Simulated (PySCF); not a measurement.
Phosphorus tribromide (`BrP(Br)Br`). Level of theory: PBE0-D3(BJ)/def2-SVP geometry optimisation, gas phase (PySCF).

```
atom  x, y, z in Å
Br1    1.5052    0.7261   -1.1268
P2     0.4179   -0.2037    0.5882
Br3   -1.2017    1.2966    0.9460
Br4   -0.7080   -1.8367   -0.4415
```

Q: What is the longest distance between nuclei?

A: Br3···Br4, Br1···Br3 and Br1···Br4, 3.462 Å down to 3.455 Å.

Q: What is the repulsion energy of the bare nuclei, Σ ZA·ZB/RAB?

A: 935.32 Eh over 6 pairs, with full nuclear charges and distances in bohr; the largest single term is 187.63 Eh (Br1 with Br4).

Q: Work out the bond lengths Br1–P2, P2–Br3, P2–Br4 in Å.

A: For Br1–P2 the difference vector is (-1.0873, -0.9298, 1.7150) Å, of length 2.2334 Å. Br1–P2 2.233; P2–Br3 2.237; P2–Br4 2.235 Å.

Q: How far are the heavy atoms from their best plane (unweighted least squares)?

A: 0.435 Å rms; Br1 0.25, P2 0.75, Br3 0.25, Br4 0.25 Å (magnitudes).

Q: What are the angles Br1–P2–Br3, Br1–P2–Br4, Br3–P2–Br4?

A: From the scalar product of the two bond vectors; for Br1–P2–Br3 it is -0.9796 Å² over 2.2334 × 2.2365 Å², cos θ = -0.1961. Br1–P2–Br3 101.3°; Br1–P2–Br4 101.3°; Br3–P2–Br4 101.5°.

Q: Where is the centre of mass (commonest isotopes), and what is the radius of gyration?

A: Mass 267.729 u; centre at (-0.071, 0.031, -0.115) Å; Rg = √(Σ m r²/M) = 1.905 Å. As Ia + Ib + Ic = 2 Σ m r², the three principal moments sum to 1942.6 u·Å².

Q: Write the matrix of distances between heavy atoms (Å, lower triangle).

A: 
```
Br1   0.000
P2    2.233  0.000
Br3   3.457  2.237  0.000
Br4   3.455  2.235  3.462  0.000
```

The point group is C3v within 0.08 Å; differences among equivalent distances and angles are scatter left by the optimiser. No frequency check.
